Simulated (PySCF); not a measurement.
**Mn²⁺ (manganese, charge +2) across methods**

[Ar] 3d4 4s1, high-spin 6D determinant (an excited configuration). Computed with PySCF 2.14 in def2-TZVPPD (6s6p4d2f1g, 67 functions), with the non-relativistic Hamiltonian (point nucleus).

```json
{"method": "PBE0", "E (hartree)": "-1149.619", "mean ε 3p β (eV)": "-79.205", "mean ε 3d α (eV)": "-35.185", "mean ε 4s α (eV)": "-22.919", "Σ⟨r²⟩ (bohr²)": "21.14", "⟨S²⟩": "8.750"}
{"method": "LDA", "E (hartree)": "-1147.420", "mean ε 3p β (eV)": "-76.289", "mean ε 3d α (eV)": "-32.661", "mean ε 4s α (eV)": "-22.460", "Σ⟨r²⟩ (bohr²)": "21.19", "⟨S²⟩": "8.750"}
{"method": "r2SCAN", "E (hartree)": "-1149.803", "mean ε 3p β (eV)": "-77.021", "mean ε 3d α (eV)": "-33.111", "mean ε 4s α (eV)": "-22.390", "Σ⟨r²⟩ (bohr²)": "21.14", "⟨S²⟩": "8.751"}
{"method": "M06-2X", "E (hartree)": "-1149.797", "mean ε 3p β (eV)": "-82.284", "mean ε 3d α (eV)": "-37.754", "mean ε 4s α (eV)": "-23.476", "Σ⟨r²⟩ (bohr²)": "21.15", "⟨S²⟩": "8.751"}
{"method": "UHF", "E (hartree)": "-1148.79915", "mean ε 3p β (eV)": "-86.736", "mean ε 3d α (eV)": "-42.539", "mean ε 4s α (eV)": "-24.822", "Σ⟨r²⟩ (bohr²)": "21.19", "⟨S²⟩": "8.751"}
{"method": "r2SCAN0", "E (hartree)": "-1149.798", "mean ε 3p β (eV)": "-79.785", "mean ε 3d α (eV)": "-35.662", "mean ε 4s α (eV)": "-23.114", "Σ⟨r²⟩ (bohr²)": "21.11", "⟨S²⟩": "8.751"}
{"method": "revPBE", "E (hartree)": "-1149.713", "mean ε 3p β (eV)": "-76.121", "mean ε 3d α (eV)": "-32.427", "mean ε 4s α (eV)": "-22.061", "Σ⟨r²⟩ (bohr²)": "21.19", "⟨S²⟩": "8.750"}
{"method": "TPSSh", "E (hartree)": "-1149.842", "mean ε 3p β (eV)": "-77.668", "mean ε 3d α (eV)": "-33.580", "mean ε 4s α (eV)": "-22.346", "Σ⟨r²⟩ (bohr²)": "21.18", "⟨S²⟩": "8.750"}
{"method": "PBE", "E (hartree)": "-1149.568", "mean ε 3p β (eV)": "-76.154", "mean ε 3d α (eV)": "-32.479", "mean ε 4s α (eV)": "-22.160", "Σ⟨r²⟩ (bohr²)": "21.19", "⟨S²⟩": "8.750"}
```
